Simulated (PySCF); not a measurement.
Compound: C7H8N (doublet state).
Z-matrix (Å and degrees, GFN2-xTB geometry), rows numbered from 1:
```
C 
C   1  1.4995
C   2  1.4003  1  120.09
C   3  1.3943  2  120.94  1  -179.15
C   4  1.3685  3  120.64  2     0.19
C   5  1.4311  4  120.50  3    -0.04
N   6  1.3059  5  117.79  4   179.86
C   2  1.3738  1  120.94  3  -178.96
H   1  1.0875  2  110.92  3  -148.65
H   1  1.0874  2  110.97  3   -27.36
H   1  1.0905  2  109.83  3    92.03
H   3  1.0803  2  119.26  1     0.95
H   4  1.0804  3  119.27  2  -179.71
H   5  1.0777  4  122.11  3  -179.92
H   7  1.0187  6  113.37  5   179.94
H   8  1.0827  2  120.17  1    -1.01
```

The hyperfine couplings belong to this conformer and change with its torsions.

Identity: `Cc1cccc([NH])c1` [radical].

Method: PySCF 2.14.0, UKS B3LYP, pcH-1 on C H N, non-relativistic, mean-field spin-orbit, GIAO. Geometry: GFN2-xTB, one conformer, isolated molecule. GFN2-xTB frequencies show an imaginary mode (20i cm⁻¹), so this geometry is no minimum at that level. A GFN2-xTB geometry isn't a minimum of the functional, and hyperfine couplings can be far from their values at a DFT geometry. Stability of the SCF solution: not tested. ⟨S²⟩ is 0.788 where a pure state has 0.75.

(1) Give the principal g shifts and their parts.

(2) Average each term over the three axes. Which is largest in size?

(3) At 9.391 GHz, how far is the centre of the isotropic spectrum from where a free electron (g = 2.002319) resonates?

(4) What are the electron Larmor frequencies g μB B/h along the three axes at 350 mT?

(5) In a frozen sample, at which fields do the three g values resonate at 9.5, 34, 94 and 263 GHz (hyperfine left aside), and which band first spreads them over more than twice a line width of 1.0 mT?

Results:

(1) 
```
                    Δg (ppm)     1     2     3
relativistic mass correction  -182  -182  -182
            gauge correction   -16    39    37
   orbital Zeeman/spin–orbit    14  1012  3069
                       total  -183   869  2924
```

So g = 2.00214, 2.00319, 2.00524 and g_iso = 2.00352; the tensor is rhombic: the two nearest values differ by 34 % of g3 − g1. Axes: g2 points within 2° of the C5–H14 bond.

(2) The orbital-Zeeman/spin–orbit term 1365, the mass correction -182 and the gauge correction 20 ppm, for a total of 1204 ppm. The orbital-Zeeman/spin–orbit term is the largest in size. The mass correction is the same along every axis, so the anisotropy comes from the other two: their spans along these axes are 55 (gauge) and 3054 ppm (orbital Zeeman/spin–orbit).

(3) B = hν/(g μB) with μB/h = 13.99624 MHz/mT gives 335.09 mT for the free electron and 334.89 mT at g_iso, 0.20 mT lower.

(4) 9.8078, 9.8130, 9.8231 GHz for g1, g2 and g3, a range of 15.2 MHz.

(5) 
```json
{"band": "X", "GHz": "9.5", "B(g3) mT": "338.49", "B(g2) mT": "338.84", "B(g1) mT": "339.01", "spread mT": "0.53"}
{"band": "Q", "GHz": "34.0", "B(g3) mT": "1211.44", "B(g2) mT": "1212.68", "B(g1) mT": "1213.32", "spread mT": "1.88"}
{"band": "W", "GHz": "94.0", "B(g3) mT": "3349.26", "B(g2) mT": "3352.70", "B(g1) mT": "3354.46", "spread mT": "5.20"}
{"band": "J", "GHz": "263.0", "B(g3) mT": "9370.81", "B(g2) mT": "9380.42", "B(g1) mT": "9385.35", "spread mT": "14.54"}
```

The spread grows in proportion to the frequency. W band is the first where it exceeds 2.0 mT.

The largest Mulliken spin populations are on N7 (+0.58), C3 (+0.36), C5 (+0.30) and C8 (+0.29). Four atoms exceed +0.15.

The HOMO–LUMO gaps are 5.26 eV among the α and 3.91 eV among the β orbitals.
